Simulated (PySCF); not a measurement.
Molecule: `c1(SC)cc(C)nnn1`, C5H7N3S.

Bonds (- single, = double, # triple, : aromatic): C1-S2, S2-C3, C3:C4, C4:C5, C5-C6, C5:N7, N7:N8, N8:N9, N9:C3. C1 carries H10, H11, H12; C4 carries H13; C6 carries H14, H15, H16.

Frames of a GFN2-xTB Langevin trajectory at 300 K; GIAO PBE0/pcSseg-1 shieldings in PySCF 2.14, gas phase, non-relativistic; equivalent atoms averaged within each frame.

References, each an isolated molecule treated in the same way: TMS for 13C (186.93 ppm), 1H (31.72 ppm); 33S (503.73 ppm) against CS2; 15N (267.73 ppm) vs NH3. The references are static minima.

Q: How do the shifts (ppm) fluctuate along the trajectory?

A: 
```tsv
time (fs)	C3	C5	C4	C1	C6	S2	N8	N9	N7	H13
optimised geometry	170.3	158.2	120.0	19.3	23.8	29	533.4	405.2	413.3	7.12
250	172.1	155.7	119.2	25.2	19.8	52	545.0	424.1	416.4	6.31
425	176.9	154.1	113.5	16.7	27.2	30	540.5	427.2	409.0	6.72
625	163.0	173.0	128.4	21.3	22.5	40	529.6	399.2	434.7	7.45
800	175.0	171.9	126.6	22.1	22.8	58	541.2	413.4	411.6	7.23
1000	172.0	154.6	123.8	21.4	28.3	42	513.7	400.8	403.8	7.01
mean of frames	171.8	161.9	122.3	21.4	24.1	44	534.0	412.9	415.1	6.94
standard deviation	5.3	9.7	6.0	3.0	3.5	11	12.7	12.9	11.9	0.44
```

5 frames give an uncertainty of the mean of about the standard deviation over 2.2 at best, since frames this close in time may not be independent; classical motion lacks zero-point vibration, and the reference would need the same averaging.
